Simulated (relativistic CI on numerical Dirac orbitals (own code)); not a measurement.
Calculated at this level of theory: Dirac-Coulomb-Breit CI, separate exchange-only KLI orbitals for each configuration, a model potential for QED, valence Slater integrals scaled by 0.9, P86 correlation estimate, and configurations built on the next ion tied to the tabulated ionisation energy (semi-empirical) (own radial code, finite nucleus).

Configurations in the expansion (outside the closed core [Ne]): 3s2 3p6 3d, 3s2 3p6 4s, 3s2 3p6 4p, 3s2 3p6 4d, 3s2 3p6 5s, 3s2 3p6 4f, 3s2 3p5 3d2, 3s2 3p4 3d3, 3s 3p6 3d2, 3s2 3p6 5p, 3p6 3d3, 3s2 3p6 5d, 3s2 3p6 5f, 3s2 3p5 3d 4s, 3s2 3p6 5g, 3s2 3p5 3d 4p, 3s 3p5 3d3, 3s2 3p5 3d 4d, 3s2 3p5 3d 4f, 3s2 3p5 3d 5s, 3s2 3p5 3d 5p, 3s 3p6 3d 4s, 3s2 3p5 3d 5d. Levels of other configurations are missing.

Configurations that consist of the next ion and one excited electron were tied to the tabulated ionisation energy; Rydberg ones are usually within 1,000 to 3,000 cm⁻¹ and the lowest ones within about 6,000 (9,000 in d shells), while levels on excited terms of the next ion carry the error of that term, and the other configurations can be misplaced by 10,000 cm⁻¹ or more. Rates follow the energies as ν³ (E1, M1) or ν⁵ (E2), so rates, branching and lifetimes can be off by large factors. 18 of the 25 excited levels that our extract of the measured tables holds in this range could be paired (the sources list more); they are missed by 17679 cm⁻¹ on average and 33905 at most, and levels without a partner can miss by more.

Outline of the computed level scheme of Mn VII. Lowest level of each configuration: 3s2 3p6 3d 2D_3/2 at 0.0000 eV; 3s2 3p6 4s 2S_1/2 at 39.7267 eV; 3s2 3p5 3d2 4D°_1/2 at 46.8176 eV; 3s2 3p6 4p 2P°_1/2 at 49.5596 eV.

Some strong electric-dipole decays among the lowest 45 levels: 3s2 3p6 4p 2P°_1/2 → 3s2 3p6 3d 2D_3/2 (1.8e+10 s⁻¹); 3s2 3p6 4p 2P°_3/2 → 3s2 3p6 3d 2D_5/2 (1.4e+10 s⁻¹); 3s2 3p6 4p 2P°_3/2 → 3s2 3p6 3d 2D_3/2 (1.5e+09 s⁻¹); 3s2 3p6 4p 2P°_1/2 → 3s2 3p6 4s 2S_1/2 (9.5e+08 s⁻¹); 3s2 3p6 4p 2P°_3/2 → 3s2 3p6 4s 2S_1/2 (8.7e+08 s⁻¹).

LS names give the leading component of a level, which can be under half, so a name can repeat, a term be missing and a line seem to break the LS rules.
